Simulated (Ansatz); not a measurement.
Several settings on one geometry of [Ni(NH3)(H2O)5]2+ (NiNO₅H₁₃²⁺) (that of the charge 2 triplet, r2SCAN-D4/def2-SVP). Ansatz on 2 threads of AMD EPYC 7R13 on a shared host and a share (18 GiB) of an NVIDIA H100 80GB HBM3; times are rough.

```xyz
20

Ni    0.001   -0.004   -0.007
N    -0.165    0.062    2.050
H     0.132   -0.794    2.532
H    -1.125    0.225    2.373
H     0.397    0.801    2.486
O     0.186   -0.054   -2.077
H    -0.531   -0.122   -2.727
H     1.021   -0.016   -2.570
O     2.064    0.126   -0.012
H     2.666   -0.611    0.181
H     2.579    0.939    0.104
O    -2.038   -0.144   -0.329
H    -2.574   -0.952   -0.282
H    -2.662    0.598   -0.357
O    -0.123    2.051   -0.211
H    -0.273    2.775    0.417
H    -0.058    2.460   -1.089
O     0.162   -2.065   -0.092
H     0.275   -2.501   -0.952
H     0.067   -2.774    0.562
```

Totals from different functionals, basis sets or treatments of relativity can't be compared as stabilities.

The 6-31G sets use Cartesian d functions.

Q: Give the basis size and estimate the energy, ⟨S²⟩ and time of these runs.

```
run                method  charge    state                                  further keys
  1    UKS PBE0/def2-TZVP       2  triplet                                             –
  2  UKS B97M-V/def2-SVPD       2  triplet              scf: {lower_state_search: light}
  3        ROKS PBE/6-31G       2  triplet  scf: {lower_state_search: off}; forces asked
```

A: 
```json
{"run": "1", "functions": "309", "energy (Eh)": "-1946.0833", "⟨S²⟩": "2.00", "wall time": "14 s"}
{"run": "2", "functions": "273", "energy (Eh)": "-1945.6658", "⟨S²⟩": "2.00", "wall time": "13 s"}
{"run": "3", "functions": "109", "energy (Eh)": "-1945.4881", "⟨S²⟩": "–", "wall time": "6.5 s"}
```
